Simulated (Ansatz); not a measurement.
ethyl(prop-1-ynyl)silane (C5H10Si), SMILES CC#C[SiH2]CC.

Geometry: TPSSh-D3(BJ)/def2-SVP. Other conformers were not sampled.

Two levels are set side by side: PBE/def2-SVPD (Ansatz, a program for electronic structure) and PBE0/def2-SVPD (Ansatz). Energy differences of separate SCF runs at the same geometry; the states with an electron removed or added have multiplicity 2 and 2. Differences are taken from unrounded values.

| quantity | PBE0 |
|---|---|
| vertical ionisation energy (eV) | 9.38 |
| vertical singlet–triplet gap (eV) | 5.00 |

**Question.** What does PBE give, and how far is it from PBE0? (The exact figures need the calculation; the answer reports its results.)

**Answer.** 
| quantity | PBE | PBE minus PBE0 |
|---|---|---|
| vertical ionisation energy (eV) | 9.04 | -0.33 |
| vertical singlet–triplet gap (eV) | 5.00 | 0.00 |
